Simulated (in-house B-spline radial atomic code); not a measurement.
The molybdenum ion Mo⁴⁺: [Kr] 4d2

All numbers are computed (non-relativistic PBE0, spin-polarised, spherical fractional occupations; point nucleus) with a B-spline radial code for spherical atoms, not measured.

Screening seen three ways: the hydrogenic charge with the same mean radius, Z_r = [3n² - l(l+1)]/(2<r>), the one with the same energy, Z_e = n√(-2ε), and Slater's rules. Values are occupation-weighted means over spin.

```
shell  electrons   ε (eV)  <r> (bohr)    Z_r    Z_e  Slater
   1s          2   -19450      0.0363  41.32  37.81   41.70
   2s          2  -2762.5      0.1586  37.83  28.50   37.85
   2p          6  -2546.5       0.136  36.75  27.36   37.85
   3s          2  -517.61      0.4397  30.70  18.50   30.75
   3p          6  -434.12      0.4348  28.75  16.95   30.75
   3d         10  -281.46      0.4138  25.38  13.64   20.85
   4s          2  -112.05       1.113  21.55  11.48   14.25
   4p          6  -86.851       1.203  19.13  10.11   14.25
   4d          2  -47.359       1.513  13.88   7.46    5.65
```

The least bound orbital is 4d up at -47.36 eV, and it is also the most diffuse (<r> = 1.513 bohr).

Caution: exact exchange at fractional occupations of open shells leaves self-interaction of up to several eV.
